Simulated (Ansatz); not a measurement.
`[SeH][Si]([SeH])([SeH])[SeH]` + `C=CCO` → `C=C([SeH])CO` + `[SeH][SiH]([SeH])[SeH]`  (formal exchange of groups at the Se–Si bond)

Gas-phase electronic energies from Ansatz, PBE0-D4/def2-TZVP geometries. CCSD(T)/CBS is the MP2 limit (def2-TZVPP, def2-QZVPP) plus CCSD(T) − MP2 in def2-TZVPP, frozen cores. Functionals use def2-TZVPP. For Se outer-core shells are correlated without core-valence functions, which leaves a few kJ/mol of doubt a bond. Scalar relativity is left out up to krypton. Each species was taken in one conformer, which may not be the lowest.

`[SeH][Si]([SeH])([SeH])[SeH]`:

```xyz
9

Se   -2.358   -0.735    0.522
Si   -0.286    0.142    0.185
Se   -0.438    2.127    1.288
Se    0.013    0.295   -2.064
Se    1.430   -1.013    1.129
H    -1.872   -2.111    0.353
H     0.612    2.738    0.463
H     1.451    0.579   -1.934
H     1.447   -2.021    0.058
```

`C=CCO`:

```xyz
10

C     0.876    1.264    0.224
C    -0.093    0.555   -0.338
C    -0.170   -0.935   -0.299
O    -1.379   -1.391    0.278
H     1.697    0.780    0.745
H     0.894    2.347    0.177
H    -0.912    1.056   -0.849
H     0.705   -1.340    0.226
H    -0.162   -1.341   -1.315
H    -1.454   -0.995    1.150
```

`C=C([SeH])CO`:

Z-matrix (Å, degrees):
```
C
O 1 1.406
C 1 1.494 2 110.1
H 1 1.101 2 111.2 3 120.4
H 1 1.099 2 111.7 3 -120.4
H 2 0.959 1 108.4 3 173.7
Se 3 1.910 1 115.1 2 179.3
C 3 1.325 1 124.4 2 -5.6
H 7 1.471 3 95.4 1 -45.2
H 8 1.083 3 121.8 1 179.3
H 8 1.083 3 119.7 1 -0.8
```

`[SeH][SiH]([SeH])[SeH]`:

Z-matrix (Å, degrees):
```
Si
Se 1 2.273
Se 1 2.272 2 106.2
Se 1 2.270 2 115.4 3 -119.5
H 1 1.482 2 110.6 3 123.0
H 2 1.471 1 92.8 3 -171.0
H 3 1.471 1 93.2 2 49.4
H 4 1.469 1 92.5 2 52.2
```

(1) Is it downhill or uphill in electronic energy at CCSD(T)/CBS, and by how much? (Estimate.)

(2) What do these levels give: r2SCAN-D4, ωB97X-V, ωB97M-V, HF/CBS(def2), MP2/CBS(def2), CCSD/CBS(def2)? (Estimate.)

Largest T1 diagnostic among the species: 0.011.

## Answers

(1) The calculation gave: Uphill: ΔE = +104.9 kJ/mol.

(2) Ansatz gave: r2SCAN-D4 103.2, ωB97X-V 99.7, ωB97M-V 103.3, HF/CBS(def2) 98.9, MP2/CBS(def2) 109.9, CCSD/CBS(def2) 104.5 kJ/mol.

The D4 term adds +6.9 kJ/mol with B3LYP and +3.9 kJ/mol with PBE0; it sums over pairs of atoms, weighted by their polarisabilities, and B3LYP, whose exchange is more repulsive, gets the larger term.

B3LYP here is the variant with VWN-RPA as its local correlation; programs differ in this.
